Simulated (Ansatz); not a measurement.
System: sum formula SiOF3, charge 0, multiplicity 2. It need not be the lowest isomer of its formula. 
Coordinates optimised at B3LYP-D3(BJ)/def2-TZVP (Ansatz, a quantum-chemistry and plane-wave program):
```
Si
F 1 1.5703
F 1 1.5707 2 110.36
F 1 1.5707 2 110.36 3 118.49
O 1 1.6536 2 105.57 3 -120.75
```
Charge 0, spin multiplicity 2.

Parts of the frozen-core correlation energy in cc-pV(T+d)Z (Ansatz, hartree). Frozen orbitals: 9; correlated occupied orbitals by spin: 16 and 15; virtual: 134 and 135. Open shells are spin-unrestricted. No spin-orbit coupling. No relativistic terms.

| term | value |
|---|---|
| reference (HF) | -662.49035 |
| MP2 opposite-spin | -0.76772 |
| MP2 same-spin | -0.27352 |
| CCSD correlation | -1.05114 |
| (T) | -0.03051 |
| T1 diagnostic | 0.012 |
| largest doubles amplitude | 0.024 |
| <S^2> of the reference | 0.756 |
